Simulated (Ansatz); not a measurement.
`C#CCOC=C` + `[ZnH2]` → `C=[CH][ZnH]` + `C#CCO`  (formal exchange of groups at a C–O bond)

Isolated molecules relaxed with PBE0-D4/def2-TZVP in Ansatz; ΔE leaves out vibrations. CCSD(T)/CBS is the MP2 limit (def2-TZVPP, def2-QZVPP) plus CCSD(T) − MP2 in def2-TZVPP, frozen cores. This one scheme is used for every species. Functionals use def2-TZVPP. HSE06 is defined as in plane-wave codes. For Zn outer-core shells are correlated without core-valence functions, which leaves a few kJ/mol of doubt a bond. Scalar relativity is left out up to krypton. Each species was taken in one conformer, which may not be the lowest.

| level | ΔE (kJ/mol) | difference from CCSD(T)/CBS |
| --- | --- | --- |
| BLYP-D4 | -25.3 | 13.3 |
| B97M-V | -15.7 | 22.9 |
| PBE0-D4 | -27.6 | 11.0 |
| HSE06-D4 | -27.9 | 10.7 |
| ωB97X-V | -26.9 | 11.7 |
| BHLYP | -29.7 | 8.9 |
| CCSD(T)/def2-TZVPP | -36.1 | 2.5 |
| MP2/def2-QZVPP | -42.3 | -3.7 |
| SCS-MP2/def2-QZVPP | -40.0 | -1.4 |
| CCSD/CBS(def2) | -39.1 | -0.5 |
| CCSD(T)/CBS | -38.6 | 0 |

Largest T1 diagnostic among the species: 0.016.

In def2-TZVPP, CCSD(T) changes the Hartree–Fock value by −7.0 kJ/mol (the triples alone add +0.4 kJ/mol) and MP2 by −11.7 kJ/mol. At CCSD(T), def2-SVP lies +13.1 kJ/mol from the extrapolated value and def2-TZVPP +2.5 kJ/mol. The D4 term adds +4.5 kJ/mol with B3LYP and +2.7 kJ/mol with PBE0; it sums over pairs of atoms, weighted by their polarisabilities, and B3LYP, whose exchange is more repulsive, gets the larger term.

B3LYP here is the variant with VWN-RPA as its local correlation; programs differ in this.
